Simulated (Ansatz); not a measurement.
```yaml
atoms:
  - { symbol: C, position_ang: [-0.0403, -0.3922, -0.3729] }
  - { symbol: C, position_ang: [0.0459, -0.4407, 1.1378] }
  - { symbol: O, position_ang: [-0.0473, 0.9122, -0.7930] }
  - { symbol: H, position_ang: [-0.8666, -1.0062, -0.7298] }
  - { symbol: H, position_ang: [0.8754, -0.9214, -0.7564] }
  - { symbol: H, position_ang: [-0.0020, -1.4181, 1.5487] }
  - { symbol: H, position_ang: [0.9242, 0.0589, 1.5194] }
  - { symbol: H, position_ang: [-0.8426, 0.0703, 1.5351] }
  - { symbol: H, position_ang: [-0.0440, 0.9291, -1.7657] }
```

Basis set: STO-3G (spherical functions). Correlated methods keep 3 orbitals frozen. Charge 0, multiplicity 1.

Computed with Ansatz (development build ahead of 0.2.0); each method stands on the lowest determinant of its kind that the runs found. Restricted open shells among the atoms or ions are ROHF, correlated in semicanonical orbitals with singles.

The atomization energy at this shape (free ground-state atoms in the same class of orbitals less the molecule, no zero-point energy) of singlet C2H6O:

```tsv
method	atomization energy
RHF-MP2	777.50 kcal/mol
```

**Question.** What does RHF give?

**Answer.** 704.52 kcal/mol. Caution: the shape is not the minimum.

This basis has no polarisation functions and is too small for such energies, which can lie far from measured ones in either direction.
